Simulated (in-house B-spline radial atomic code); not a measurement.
# Tb6+: [Kr] 4d10 4f6 5s2 5p5 (with a hole in an inner shell)

Method: Dirac-Hartree-Fock, average of configuration, Fermi nucleus of rms radius 5.06 fm. Calculated with a B-spline radial code for spherical atoms.

Z_r = [3n² - l(l+1)]/(2<r>); Z_e = n√(-2ε); the last column is Slater's effective charge. Values are occupation-weighted means over j. An effective charge above Z reflects the relativistic contraction of the inner shells.

```
shell  electrons   ε (eV)  <r> (bohr)    Z_r    Z_e  Slater
   1s          2   -52401      0.0215  69.76  62.06   64.70
   2s          2  -8888.8     0.09089  66.02  51.12   60.85
   2p          6  -7931.8     0.08059  62.04  48.29   60.85
   3s          2  -2102.4      0.2382  56.69  37.29   53.75
   3p          6  -1798.2      0.2369  52.78  34.49   53.75
   3d         10  -1386.9      0.2163  48.55  30.29   43.85
   4s          2  -519.23      0.5385  44.57  24.71   37.25
   4p          6  -414.93      0.5686  40.45  22.09   37.25
   4d         10  -264.96      0.6144  34.18  17.65   25.85
   5s          2  -138.38       1.238  30.29  15.95   14.50
   4f          6  -107.91      0.7237  24.87  11.27   17.25
   5p          5   -107.9       1.376  26.53  14.08   14.50
```

The least bound orbital is 5p3/2 at -105.8 eV, and it is also the most diffuse (<r> = 1.397 bohr).

Spin-orbit splittings of the orbital energies (j = l + 1/2 above j = l - 1/2 when positive): 2p 748.4 eV, 3p 157.5 eV, 3d 33.89 eV, 4p 35.92 eV, 4d 6.659 eV, 4f 0.9476 eV, 5p 6.301 eV.

For the 1s electron the small component carries 5.88 % of the norm, the zero-frequency Breit interaction raises the level by 158.8 eV, self-energy by 95.38 eV, and vacuum polarisation lowers it by 15.78 eV.
